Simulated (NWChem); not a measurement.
Species: CdCl cation; SMILES [Cl][Cd+]

All runs: NWChem. Coordinates come from a PBE0/def2-SVP optimisation. def2 effective core potentials on Cd; no spin-orbit coupling. Vertical excitations in the gas phase; the lowest state need not have the same character in each row.

For level PBE0/def2-SVPD, TDA:

```yaml
lowest excitation, singlet (eV): 2.14
lowest state with f > 0.02, singlet (eV): 5.10
oscillator_strength_of_that_bright_state: 0.236
orbital gap (eV): 3.54
```

### Question
How do the values read with level PBE/def2-SVPD, TDA instead?

### Answer
- lowest excitation, singlet (eV): 1.66
- lowest state with f > 0.02, singlet (eV): 4.97
- oscillator strength of that bright state: 0.182
- orbital gap (eV): 1.44
